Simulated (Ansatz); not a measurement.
Input file for Ansatz (a first-principles code): R-PBE0/def2-TZVPPD on C2H7F (a complex), monomers drawn apart or pushed together. Files ending in .json are basis or fitting sets from the Basis Set Exchange.

Ansatz 0.2 input:
```yaml
crystal:
  periodic: [false, false, false]
  atoms:
    - {symbol: F, position_ang: [-0.05706465, 0.51311197, -0.03906524]}
    - {symbol: H, position_ang: [-0.42475143, 0.50043473, 0.81296299]}
    - {symbol: C, position_ang: [0.79085939, -0.25163943, 3.19700443]}
    - {symbol: C, position_ang: [-0.61191693, 0.25155094, 2.86857307]}
    - {symbol: H, position_ang: [1.40996009, -0.31500439, 2.30065641]}
    - {symbol: H, position_ang: [0.75601404, -1.24492420, 3.64708438]}
    - {symbol: H, position_ang: [1.29225298, 0.41511975, 3.90017259]}
    - {symbol: H, position_ang: [-0.58364926, 1.25652148, 2.43457968]}
    - {symbol: H, position_ang: [-1.23918039, 0.31908101, 3.75878675]}
    - {symbol: H, position_ang: [-1.12714779, -0.42534283, 2.17903630]}
basis:
  gaussian:
    orbitals: def2-TZVPPD.json
hamiltonian:
  xc: {name: PBE0}
scf: {lower_state_search: off}
```

Output:

```
WARN ansatz: RAYON_NUM_THREADS=1 ignored (pool sized by the plan → 1); use --threads N
Functional definition: PBE0
these checks for a lower state are left out or cut short: stability, starts, cluster_reference, orbital_swaps, neighbouring_geometries, increment
integrals: 0.10 GiB planned
958 factors; their error is unknown
mean field: 1.14 GiB planned
mean field evaluation 1: about -4894.7745 eV, gradient 6.0e1 eV
mean field evaluation 2: about -4891.6247 eV, gradient 7.1e1 eV
mean field evaluation 4: about -4902.1312 eV, gradient 2.9e0 eV
mean field evaluation 8: about -4902.1349 eV, gradient 6.3e-2 eV
mean field evaluation 16: about -4902.1349 eV, gradient 1.6e-6 eV
mean field -4902.13491468 eV, -180.1501353280 hartree, gradient 1.6e-6 eV, S^2 0.000000; 0 other end points of the search recorded, 0 dependent functions left out
reference -4902.13495140 eV, -180.1501366776 hartree; 14, 14 occupied and 219, 219 virtual orbitals, 958 factors
Total energy: -4902.13495140 eV, -180.1501366776 hartree
Checks for a lower state left out: stability, starts, cluster_reference, orbital_swaps, neighbouring_geometries, increment
```

Self-consistency was reached.

Cost: roughly 4 core-seconds.
